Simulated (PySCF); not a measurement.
Start geometry of `COBOC` from GFN2-xTB (Å):
```
atom  x, y, z in Å
C1     2.406    0.452    0.325
O2     0.959    0.762    0.489
B3    -0.053   -0.038   -0.002
O4    -1.156    0.361    0.268
C5    -2.392   -0.391   -0.166
H6     2.769    1.375   -0.253
H7     2.855    0.463    1.293
H8     2.569   -0.386   -0.248
H9     0.249   -1.009   -0.527
H10   -2.946   -0.705    0.779
H11   -2.137   -1.256   -0.704
H12   -3.005    0.287   -0.711
```

**Question.** What comes out of this run: PBE0-D3(BJ)/def2-SVP geometry optimisation, gas phase in PySCF?

**Answer.** 
```
atom  x, y, z in Å
C1     2.346    0.516    0.297
O2     0.995    0.805    0.508
B3     0.007    0.006    0.054
O4    -1.265    0.372    0.318
C5    -2.364   -0.379   -0.113
H6     2.819    1.334   -0.270
H7     2.865    0.429    1.265
H8     2.488   -0.425   -0.262
H9     0.254   -1.009   -0.572
H10   -2.950   -0.717    0.756
H11   -2.059   -1.265   -0.696
H12   -3.017    0.246   -0.742
```

The energy falls by 31.6 kcal/mol over 7 energy and gradient evaluations, the largest force component goes from 0.2290 to 3.2e-04 Eh/bohr, and the atoms move by 0.074 Å rms after alignment. The bond that changes most is B3–O4 (three-coordinate boron to boron-bound oxygen), which lengthens by 0.146 Å. Bonds longer at the end by more than 0.005 Å: 6 of 11; shorter: 5. Among the angles that change most is O2–C1–H6, from 101.3° to 109.8°. Rotational constants go from 31728, 2183, 2098 to 30824, 2185, 2094 MHz. The orientation of the end geometry is arbitrary; only internal coordinates are fixed.

The run used 105 basis functions and 49 SCF cycles in all. Time: 22 s; peak memory 0.40 GiB. Hardware: an Arm Neoverse V1 with one thread, on a shared host.

No frequency check. One conformer, not necessarily the lowest.
